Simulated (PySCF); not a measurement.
SMILES [Si](OC)(OC)(OC)OC (C4H12O4Si) (GFN2-xTB optimised geometry):

```
21

C      1.486    -1.228     1.055
O      0.627    -1.581     0.000
Si    -0.998    -1.581     0.000
O     -1.440    -2.304    -1.386
C     -0.930    -3.493    -1.935
O     -1.440    -2.304     1.386
C     -2.731    -2.392     1.934
O     -1.738    -0.135     0.000
C     -1.815     0.791    -1.055
H      1.225    -1.779     1.960
H      1.420    -0.158     1.262
H      2.501    -1.480     0.748
H     -1.358    -3.601    -2.932
H     -1.212    -4.350    -1.320
H      0.157    -3.448    -2.001
H     -3.186    -1.403     1.999
H     -3.365    -3.034     1.320
H     -2.633    -2.821     2.932
H     -0.832     1.219    -1.261
H     -2.187     0.309    -1.959
H     -2.501     1.581    -0.747
```

Method: CAM-B3LYP/def2-SVP (PySCF 2.14.0).

Problem. What are the frontier orbital energies and the dipole moment?

Solution. HOMO-2 -9.56 eV, HOMO-1 -9.28 eV, HOMO -9.28 eV, LUMO 2.61 eV, LUMO+1 3.23 eV; dipole moment 0.00 D.

On the same geometry PBE/def2-SVP run with PySCF gives HOMO-2 -6.44 eV, HOMO-1 -6.20 eV, HOMO -6.20 eV, LUMO 0.76 eV, LUMO+1 1.46 eV; dipole moment 0.00 D.

Meta-Löwdin charges at CAM-B3LYP/def2-SVP: C1 -0.06, O2 -0.62, Si3 1.54, O4 -0.62, C5 -0.06, O6 -0.62, C7 -0.06, O8 -0.62, C9 -0.06, H10 0.10, H11 0.09, H12 0.10, H13 0.10, H14 0.09, H15 0.10, H16 0.10, H17 0.09, H18 0.10, H19 0.09, H20 0.10, H21 0.10.
